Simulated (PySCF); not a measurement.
CBrCl₃.
Numbering: `[Cl:1][C:2]([Cl:3])([Cl:4])[Br:5]`

The calculation used PBE0-D3(BJ)/def2-SVP geometry optimisation, gas phase (PySCF).

Question: What internal coordinates does the optimisation give?

Answer: 
```tsv
bond	length (pm)
Cl1–C2, C2–Cl3, C2–Cl4	176.6
C2–Br5	194.7
```

Bonds in one row agree within 1 pm and their mean is given. A selection of angles:
```tsv
angle	degrees
Cl1–C2–Cl3	109.7
Cl1–C2–Br5	109.3
```

All 3 C–Cl bonds measure 1.765 to 1.767 Å.

Point group: C3v (tolerance 0.08 Å). Stationary, but not proved a minimum.

On one thread, Arm Neoverse N1 (aarch64) (shared host), this took 41 s wall and 0.43 GiB of memory at its peak. That covers the optimisation of the geometry.

---

Species: Cl₃ISi.
Bonds: Cl1–Si2, Si2–Cl3, Si2–Cl4, Si2–I5.

Level of theory: PySCF 2.14.0, PBE0-D3(BJ)/def2-SVP geometry optimisation, gas phase, def2 core potentials past Kr.

Question: What internal coordinates does the optimisation give?

Answer: 
```
                     bond  length (Å)   order
Cl1–Si2, Si2–Cl3, Si2–Cl4       2.040  single
                   Si2–I5       2.416  single
```

Bonds in one row agree within 0.01 Å and their mean is given. Orders are formal, as drawn. A selection of angles:
```
      angle  degrees
Cl1–Si2–Cl3    109.2
 Cl1–Si2–I5    110.0
```

All 3 Cl–Si bonds measure 2.040 to 2.041 Å. Si2 (chlorine-bound silicon) is tetrahedral (angles from 108.6° to 110.2°).

Point group: C3v (tolerance 0.08 Å). Whether it is a minimum is left open (no frequencies).

---

Species: GaF3.
Bonds: Ga1–F2, Ga1–F3, Ga1–F4.

Method used: PBE0-D3(BJ)/def2-SVP geometry optimisation, gas phase (PySCF).

**Question.** What internal coordinates does the optimisation give?

**Answer.** 
```csv
bond,length (Å)
"Ga1–F2, Ga1–F3, Ga1–F4",1.727
```

Bonds in one row agree within 0.01 Å and their mean is given. A selection of angles:
```csv
angle,degrees
F2–Ga1–F3,119.9
```

The 4 heavy atoms lie in one plane (0.001 Å rms). Ga1 (gallium bonded to 3 F) is planar (angles 120.1°, 120.0° and 119.9°, sum 360.0°, 0.00 Å off the plane of its three neighbours). All 3 F–Ga bonds measure 1.727 Å.

Point group: D3h (every atom within 0.08 Å of its image). Whether it is a minimum is left open (no frequencies).
